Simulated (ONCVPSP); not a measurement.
Transferability test, ONCV potential for Pd (Z = 46)

- Element: Pd (Z = 46)
- Generator: ONCVPSP 4.0.1
- Type: optimised norm-conserving Vanderbilt (ONCV)
- Functional: PBE
- Relativity: scalar-relativistic
- Frozen core: [Kr]
- Valence charge: 10
- Reference configuration: 4d9 5s1
- Partial waves: 5s: rc 2.35 bohr, ncon 5, nbas 8, qcut 2.7 1/bohr, 2 projectors, debl 0.8 Ha; p scattering state at 0.21 Ha: rc 2.00 bohr, ncon 4, nbas 7, qcut 4.2 1/bohr, 3 projectors, debl 0.4 Ha; 4d: rc 2.00 bohr, ncon 4, nbas 9, qcut 7.5 1/bohr, 2 projectors, debl 2.1 Ha
- Local potential: polynomial inside 1.35 bohr (lpopt 5, dvloc0 0 Ha)
- Core correction: Teter function, fcfact 5.5, rcfact 1.65

Energies are relative to the spin-unpolarised reference configuration 4d9 5s1; without spin polarisation the order of configurations can differ from experiment.

**Question.** Give the all-electron excitation energy and the error of the potential for: 4d10 5s0; 4d9 5s0; 4d8 5s0; 4d7 5s0.

**Answer.**

```
valence configuration  charge  ΔE all-electron (eV)  error AE − PS (meV)
             4d10 5s0       0                -1.501                  -48
              4d9 5s0      +1                 7.615                  -48
              4d8 5s0      +2                28.433                 -199
              4d7 5s0      +3                62.793                 -642
```

Levels in the configuration 4d9 5s0:

```json
{"level": "4d", "all-electron (eV)": "-14.614", "pseudo (eV)": "-14.664"}
```

Note: ghosts flagged at negative energy: s at -52.9 eV, p at -54.9 eV, p at -30.5 eV; GHOST(+) flagged for p at 508.1 eV. A true bound ghost makes a file unfit for plane-wave use.
